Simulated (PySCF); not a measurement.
Pd (palladium, neutral): PBE calculation

Configuration: [Kr] 4d9 5s1, high-spin 3D determinant (an excited configuration). All numbers are calculated (PySCF 2.14, the spin-free X2C one-electron Hamiltonian (Gaussian nucleus), in x2c-QZVPPall (13s8p7d4f2g, 118 functions)).

```json
{
 "Total energy": "-5044.91 hartree",
 "One-electron energy": "-6955.60 hartree",
 "Hartree (Coulomb) energy": "2055.55 hartree",
 "Exchange-correlation energy": "-144.86 hartree",
 "⟨S²⟩": "2.0009",
 "⟨L²⟩": "6.014",
 "Sum of ⟨r⟩": "32.48 bohr",
 "Sum of ⟨r²⟩": "49.60 bohr²",
 "Traceless quadrupole moment −½Σ⟨3z² − r²⟩ along its main axis": "-0.668 e·bohr²",
 "Langevin diamagnetic susceptibility": "-39.3 ×10⁻⁶ cm³/mol",
 "Time after the integrals": "roughly 6 core-seconds"
}
```

| shell | electrons | mean orbital energy (eV) | spread (eV) | rms radius, mean of both spins (bohr) |
| --- | --- | --- | --- | --- |
| 1s α | 1 | -24129.3 | 0 | 0.0365 |
| 1s β | 1 | -24129.3 | 0 | 0.0365 |
| 2s α | 1 | -3526.7 | 0 | 0.150 |
| 2s β | 1 | -3526.6 | 0 | 0.150 |
| 2p α | 3 | -3163.6 | 0.309 | 0.133 |
| 2p β | 3 | -3163.5 | 0.187 | 0.133 |
| 3s α | 1 | -638.80 | 0 | 0.406 |
| 3s β | 1 | -638.71 | 0 | 0.406 |
| 3p α | 3 | -519.27 | 0.586 | 0.408 |
| 3p β | 3 | -519.16 | 0.485 | 0.408 |
| 3d α | 5 | -328.86 | 0.699 | 0.391 |
| 3d β | 5 | -328.71 | 0.446 | 0.391 |
| 4s α | 1 | -88.900 | 0 | 1.01 |
| 4s β | 1 | -88.173 | 0 | 1.01 |
| 4p α | 3 | -54.747 | 1.308 | 1.11 |
| 4p β | 3 | -53.973 | 0.515 | 1.11 |
| 4d α | 5 | -7.057 | 1.442 | 1.68 |
| 4d β | 4 | -6.178 | 0.789 | 1.68 |
| 5s α | 1 | -4.729 | 0 | 3.43 |

Densities and radii are taken from the X2C orbitals without a picture-change correction, which distorts them close to the nucleus.
